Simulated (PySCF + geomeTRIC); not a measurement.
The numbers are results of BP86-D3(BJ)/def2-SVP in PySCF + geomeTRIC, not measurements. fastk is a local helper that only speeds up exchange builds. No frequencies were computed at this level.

```python
import json, numpy as np
from pyscf import gto, dft
from fastk import lowrank_exchange
atoms = """
Mo    -0.039062    -0.010268     0.024081
O     -0.268611    -1.305532    -0.952429
O     -0.113357    -0.079409     1.659200
N     -1.316195     1.301853    -0.513832
H     -1.734999     2.004652     0.095555
H     -1.822314     1.312784    -1.399470
N      1.685055     0.684934    -0.407348
H      2.305352     1.180292     0.233204
H      2.212048     0.476017    -1.255517
"""
def scf(charge, spin, dm0=None):
    mol = gto.M(atom=atoms, basis='def2-svp', ecp={'Mo': 'def2-svp'}, charge=charge, spin=spin, verbose=3, max_memory=10080)
    mf = dft.KS(mol, xc='bp86').density_fit(auxbasis="def2-universal-jkfit")
    mf.disp = 'd3bj'
    mf.grids.level = 3
    mf.conv_tol = 1e-8
    mf.max_cycle = 120
    mf.level_shift = 0.25
    mf.kernel(dm0)
    if not mf.converged:
        mf = mf.newton().run(mf.mo_coeff, mf.mo_occ).undo_soscf()
    return mf
mf = scf(0, 0)
from pyscf.geomopt.geometric_solver import kernel as optimize
path = []
done, mol = optimize(mf, maxsteps=120, assert_convergence=False, callback=lambda env: path.append((env["energy"], bool(env["g_scanner"].converged))))
res = dict(converged=bool(done and path[-1][1]), energy=path[-1][0], path=[e for e, c in path], xyz=mol.atom_coords(unit="Angstrom").tolist(), nao=mol.nao)
json.dump(res, open("result.json", "w"))
```

Output:

```
converged SCF energy = -330.627959045517
Geometry optimization cycle 1
converged SCF energy = -330.62795904141
cycle 1: E = -330.627959041  dE = -330.628  norm(grad) = 0.173594
Geometry optimization cycle 2
converged SCF energy = -330.642031153852
cycle 2: E = -330.642031154  dE = -0.0140721  norm(grad) = 0.0660187
Geometry optimization cycle 3
converged SCF energy = -330.645955510228
cycle 3: E = -330.64595551  dE = -0.00392436  norm(grad) = 0.0178781
Geometry optimization cycle 4
converged SCF energy = -330.646207010951
cycle 4: E = -330.646207011  dE = -0.000251501  norm(grad) = 0.0054202
Geometry optimization cycle 5
converged SCF energy = -330.646236852593
cycle 5: E = -330.646236853  dE = -2.98416e-05  norm(grad) = 0.00211075
Geometry optimization cycle 6
converged SCF energy = -330.646262750501
cycle 6: E = -330.646262751  dE = -2.58979e-05  norm(grad) = 0.00163643
Geometry optimization cycle 7
converged SCF energy = -330.646277676579
cycle 7: E = -330.646277677  dE = -1.49261e-05  norm(grad) = 0.00186909
Geometry optimization cycle 8
converged SCF energy = -330.64628527566
cycle 8: E = -330.646285276  dE = -7.59908e-06  norm(grad) = 0.00109823
Geometry optimization cycle 9
converged SCF energy = -330.646287084864
cycle 9: E = -330.646287085  dE = -1.8092e-06  norm(grad) = 0.000381605
Geometry optimization cycle 10
converged SCF energy = -330.646287139159
cycle 10: E = -330.646287139  dE = -5.42953e-08  norm(grad) = 0.000599086
Geometry optimization cycle 11
converged SCF energy = -330.64628752784
cycle 11: E = -330.646287528  dE = -3.88681e-07  norm(grad) = 0.000647234
<class 'geometric.internal.Distance'> : 8
<class 'geometric.internal.Angle'> : 10
<class 'geometric.internal.OutOfPlane'> : 2
<class 'geometric.internal.Dihedral'> : 12
<class 'geometric.internal.TranslationX'> : 1
<class 'geometric.internal.TranslationY'> : 1
<class 'geometric.internal.TranslationZ'> : 1
<class 'geometric.internal.RotationA'> : 1
<class 'geometric.internal.RotationB'> : 1
<class 'geometric.internal.RotationC'> : 1
Step    0 : Gradient = 5.786e-02/9.891e-02 (rms/max) Energy = -330.6279590414
Step    1 : Displace = 9.139e-02/1.213e-01 (rms/max) Trust = 1.000e-01 (=) Grad = 2.201e-02/4.080e-02 (rms/max) E (change) = -330.6420311539 (-1.407e-02) Quality = 0.504
Step    2 : Displace = 2.620e-02/3.803e-02 (rms/max) Trust = 1.000e-01 (=) Grad = 5.959e-03/1.022e-02 (rms/max) E (change) = -330.6459555102 (-3.924e-03) Quality = 1.220
Step    3 : Displace = 1.007e-02/1.399e-02 (rms/max) Trust = 1.414e-01 (+) Grad = 1.807e-03/4.063e-03 (rms/max) E (change) = -330.6462070110 (-2.515e-04) Quality = 0.894
Step    4 : Displace = 2.606e-03/3.614e-03 (rms/max) Trust = 2.000e-01 (+) Grad = 7.036e-04/1.054e-03 (rms/max) E (change) = -330.6462368526 (-2.984e-05) Quality = 1.449
Step    5 : Displace = 5.644e-03/7.838e-03 (rms/max) Trust = 2.828e-01 (+) Grad = 5.455e-04/1.065e-03 (rms/max) E (change) = -330.6462627505 (-2.590e-05) Quality = 1.332
Step    6 : Displace = 6.285e-03/8.492e-03 (rms/max) Trust = 3.000e-01 (+) Grad = 6.230e-04/1.327e-03 (rms/max) E (change) = -330.6462776766 (-1.493e-05) Quality = 1.254
Step    7 : Displace = 5.579e-03/7.278e-03 (rms/max) Trust = 3.000e-01 (=) Grad = 3.661e-04/6.722e-04 (rms/max) E (change) = -330.6462852757 (-7.599e-06) Quality = 0.994
Step    8 : Displace = 2.375e-03/3.407e-03 (rms/max) Trust = 3.000e-01 (=) Grad = 1.272e-04/2.260e-04 (rms/max) E (change) = -330.6462870849 (-1.809e-06) Quality = 0.657
Step    9 : Displace = 1.706e-03/2.405e-03 (rms/max) Trust = 3.000e-01 (=) Grad = 1.997e-04/4.548e-04 (rms/max) E (change) = -330.6462871392 (-5.430e-08) Quality = 0.027
Step   10 : Displace = 9.343e-04/1.601e-03 (rms/max) Trust = 8.532e-04 (-) Grad = 2.157e-04/4.379e-04 (rms/max) E (change) = -330.6462875278 (-3.887e-07) Quality = 0.189
Converged! =D
```

Cost: very roughly 5 core-minutes.
